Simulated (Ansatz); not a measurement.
Ideal-gas functions of ClFH$_{3}$N$_{2}$Ta (`[NH]=[Ta]([NH2])([F])[Cl]`) at 600 K and 1 bar, from an Ansatz frequency run at PBE0-D4/def2-TZVP.

Molar mass 266.44 g/mol, point group C1 (symmetry number 1), electronic degeneracy 1, moments of inertia 163.077, 276.931, 296.988 u Å². Harmonic wavenumbers (cm⁻¹, unscaled): 132, 149, 177, 210, 244, 383, 424, 504, 527, 586, 626, 664, 707, 1013, 1551, 3567, 3678, 3684.

Use S(trans) = R[1.5 ln M + 2.5 ln T − 1.1517]; rotational temperatures θ = 24.2544 K / I; S(rot) = R[ln(√π/σ · √(T³/θAθBθC)) + 1.5]; for each mode x = 1.438777 ν̃/T, S = R[x/(eˣ − 1) − ln(1 − e⁻ˣ)] and H = RT x/(eˣ − 1); 1 cm⁻¹ = 0.0119627 kJ/mol; R = 8.31446 J/(mol·K).

Question: By hand: the entropy, in J/(mol·K).

Answer: Translation 193.0. Rotation: θ = 0.1487, 0.0876, 0.0817 K, giving 125.5. Vibration, mode by mode: 17.91, 16.92, 15.50, 14.11, 12.89, 9.31, 8.53, 7.23, 6.90, 6.14, 5.68, 5.27, 4.85, 2.72, 0.97, 0.02, 0.01, 0.01, in all 135.0. Electronic 0.0. Sum 453.5 J/(mol·K).

Question: By hand: H − E and G − E in kJ/mol, counted from the electronic energy.

Answer: Zero-point energy ½ × 18826 × 0.0119627 = 112.6; thermal vibration 40.9; translation, rotation and pV give 4 RT = 20.0. H − E = 173.5 kJ/mol, and G − E = 173.5 − 600 × 453.5/1000 = -98.6 kJ/mol.

Vibration gives 30 % of the entropy, 34.8 J/(mol·K) of it from the modes under 150 cm⁻¹: soft modes count most, and the harmonic formula is weakest for them. The sum counts one conformer and one mirror image; others add a mixing term.
